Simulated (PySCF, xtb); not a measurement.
H2O2Zn, SMILES [OH][Zn][OH].

GFN2-xTB run with xtb at its own geometry gives an orbital gap of 4.28 eV and a dipole moment of 4.00 D.

Geometry: PBE0-D3(BJ)/def2-TZVP. The isomer is the one that the SMILES or the coordinates give; other isomers of the formula were not compared. One conformer was computed; it need not be the lowest.

Problem. What does ωB97X/def2-TZVPD in PySCF give? (An estimate is asked for; the answer gives what the named calculation found.)

Solution. gap 11.72 eV (levels -11.07 and 0.64 eV), dipole 1.90 D.
